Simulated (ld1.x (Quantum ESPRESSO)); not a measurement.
Which setting gave this result? (Cr (Z = 24), TM)

Base potential:

chromium, norm-conserving Troullier–Martins (Kleinman–Bylander form), made with ld1.x (Quantum ESPRESSO) 7.5 (LDA (PZ), scalar-relativistic). Core [Ar], reference 3d6 4s0 4p0. Waves: 4s (bound, empty): rc 2.70 bohr; 4p (bound, empty): rc 3.30 bohr; 3d (bound): rc 2.25 bohr. Local part: all-electron potential smoothed inside 1.70 bohr (lloc = -1). Core correction: none.

Cutoffs, loose and tight: the cutoffs (Ry, on a coarse ladder) from which the occupation-weighted sum of valence levels, in a spherical-Bessel basis at the reference potential, stays within 10 and 1 mRy of its value at 400 Ry. They do not see the model core or the augmentation charge, which bear on the density cutoff. Test errors are all-electron minus pseudo excitation energies from the reference, over the configurations 3d5 4s1 4p0; 3d5 4s0 4p0; 3d4 4s0 4p0; 3d4 4s1 4p1; 3d3 4s0 4p0; 3d4 4s2 4p0; 3d4 4s1 4p0 (two spin-polarised tests are not counted in the largest error); variants that change the core or the reference have their own tests. The largest error is taken over the tests solved by every variant that gives reliable tests at all, those not shown here included: 3d3 4s0 4p0; 3d4 4s0 4p0; 3d5 4s0 4p0.

Only the scale of all radii (base = 1) is moved:

```json
{"scale of all radii (base = 1)": "0.79", "cutoff, loose": "70 Ry", "cutoff, tight": "90 Ry", "bound ghosts": "s", "largest test error (meV)": "-380"}
{"scale of all radii (base = 1)": "0.9", "cutoff, loose": "60 Ry", "cutoff, tight": "80 Ry", "bound ghosts": "s", "largest test error (meV)": "-244"}
{"scale of all radii (base = 1)": "0.96", "cutoff, loose": "55 Ry", "cutoff, tight": "70 Ry", "bound ghosts": "s", "largest test error (meV)": "-108"}
{"scale of all radii (base = 1)": "1.16", "cutoff, loose": "40 Ry", "cutoff, tight": "60 Ry", "bound ghosts": "none", "largest test error (meV)": "+450"}
{"scale of all radii (base = 1)": "1.29", "cutoff, loose": "35 Ry", "cutoff, tight": "50 Ry", "bound ghosts": "none", "largest test error (meV)": "+1130"}
{"scale of all radii (base = 1)": "1.39", "cutoff, loose": "30 Ry", "cutoff, tight": "40 Ry", "bound ghosts": "none", "largest test error (meV)": "+1685"}
```

**Question.** One more run gave cutoff, loose: 50 Ry; cutoff, tight: 60 Ry; bound ghosts: s; largest test error (meV): +84. Which value of the scale of all radii (base = 1) was used?

**Answer.** 1.05. The loose cutoff moves one way along this sweep, from 70 Ry at 0.79 to 30 Ry at 1.39, which places the run between 0.96 and 1.16.
